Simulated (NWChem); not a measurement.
The numbers come from NWChem runs, not from measurements. System: HBF, charge 0, spin multiplicity 2, at a geometry optimised with UPBE0/def2-SVP. The structure started from a generated list of species. Its SCF solution wasn't tested for a lower state. Level: G0W0@UPBE/def2-TZVP, RI basis def2-tzvp-rifit.

Job file:

```
start mol
memory heap 200 mb stack 700 mb global 1700 mb
geometry units angstroms nocenter noautoz
  B      0.629044    -0.392647     0.000000
  F     -0.534124     0.190115     0.000000
  H      1.661895     0.252199     0.000000
  symmetry group Cs
end
basis spherical
  * library def2-tzvp
end
basis "ri basis" bse spherical
  * library def2-tzvp-rifit
end
dft
  xc xpbe96 cpbe96
  odft
  mult 2
  iterations 100
  direct
  tolerances tight
end
task dft energy
gw
  states alpha occ 4 vir 2
  states beta occ 4 vir 2
end
task dft gw
```

Part of the output:

```
             Northwest Computational Chemistry Package (NWChem) 7.3.0
             --------------------------------------------------------

                                NWChem Input Module
                                -------------------

 Scaling coordinates for geometry "geometry" by  1.889725989
 (inverse scale =  0.529177249)

 Turning off AUTOSYM since
 SYMMETRY directive was detected!

                             Geometry "geometry" -> ""
                             -------------------------

 Output coordinates in angstroms (scale by  1.889725989 to convert to a.u.)

  No.       Tag          Charge          X              Y              Z
 ---- ---------------- ---------- -------------- -------------- --------------
    1 B                    5.0000     0.62904400    -0.39264700     0.00000000
    2 F                    9.0000    -0.53412400     0.19011500     0.00000000
    3 H                    1.0000     1.66189500     0.25219900     0.00000000

 Effective nuclear repulsion energy (a.u.)      22.6446206274

            Nuclear Dipole moment (a.u.)
            ----------------------------
        X                 Y               Z
 ---------------- ---------------- ----------------
    -0.0000018897    -0.0000018897     0.0000000000

      Symmetry information
      --------------------

 Group name             Cs
 Group number              2
 Group order               2
 No. of unique centers     3

      Symmetry unique atoms

     1    2    3


 Summary of "ao basis" -> "" (spherical)
 ------------------------------------------------------------------------------
       Tag                 Description            Shells   Functions and Types
 ---------------- ------------------------------  ------  ---------------------
 *                         def2-tzvp                  on all atoms

 new library libraries.bse/

 Summary of "ri basis" -> "" (spherical)
 ------------------------------------------------------------------------------
       Tag                 Description            Shells   Functions and Types
 ---------------- ------------------------------  ------  ---------------------
[...]
     2   2 0 0     -9.027772    -19.207067    -15.917947     26.097241
     2   1 1 0      0.406192      4.099831      2.483366     -6.177005
     2   1 0 1     -0.000000      0.000000     -0.000000      0.000000
     2   0 2 0     -9.737724     -9.347213     -4.532074      4.141564
     2   0 1 1      0.000000     -0.000000      0.000000      0.000000
     2   0 0 2     -7.969046     -4.650191     -3.318855      0.000000

 Task  times  cpu:        3.0s     wall:        3.0s

                                NWChem Input Module
                                -------------------

                                 NWChem GW Module
                                 ----------------

                             ***********************
                             ***        GW       ***
                             ***********************

 Summary of "ri basis" -> "ri basis" (spherical)
 ------------------------------------------------------------------------------
       Tag                 Description            Shells   Functions and Types
 ---------------- ------------------------------  ------  ---------------------
 B                      def2-tzvp-rifit             22       76   8s6p4d3f1g
 F                      def2-tzvp-rifit             22       76   8s6p4d3f1g
 H                      def2-tzvp-rifit              7       15   4s2p1d

                 Memory Information
                 ------------------
          Available GA per process is          1699.9 MBs
          Available stack per process is        700.0 MBs
          Available heap per process is           0.0 MBs

          Peak memory in Initialization
              Peak GA per process is                  1.9 MBs
              Peak stack per process is               0.1 MBs
              Peak heap per process is                2.0 MBs
              Memory not in MA per process            0.0 MBs

          Peak memory in AFF Calculation
              Peak GA per process is                  9.0 MBs
              Peak stack per process is               6.3 MBs
              Peak heap per process is                0.0 MBs
              Memory not in MA per process            6.3 MBs

          Computing 2-center integrals
          Computing Inverse Cholesky factor
          Computing 3-center integrals
          Computing V_xc ...

          Computing Sigma_x
          Computing RPA polarizability
          Solving quasiparticle equations

                  Alpha Orbitals
          State     Energy (eV)     Error (eV)
          -----------------------------------
@GW         5        -15.803           0.004
@GW         6        -16.026           0.004
@GW         7        -15.022           0.005
@GW         8         -8.478           0.002
@GW         9          0.867           0.002
@GW        10          3.243           0.005

                   Beta Orbitals
          State     Energy (eV)     Error (eV)
          -----------------------------------
@GW         4        -18.464           0.003
@GW         5        -15.949           0.003
@GW         6        -15.933           0.003
@GW         7        -14.017           0.003
@GW         8          0.152           0.005
@GW         9          1.665           0.003

   Applying  -3.6321 eV scissor-shift to rest of particle states

   Applying   3.4159 eV scissor-shift to rest of hole states

   Applying  -4.0878 eV scissor-shift to rest of particle states

   Applying   2.6264 eV scissor-shift to rest of hole states

     GW Timing Statistics
   ------------------------
   Init.   :          0.1s
     ERIs  :          0.2s
     Distr.:          0.0s
     Vxc   :          0.1s
   Sigma_x :          0.0s
   RPA     :          0.2s
   Wmn     :          0.0s
   Sigma_c :          0.0s
   GW total:          0.6s

 Task  times  cpu:        0.6s     wall:        0.6s

 Total times  cpu:        3.6s     wall:        3.6s
```
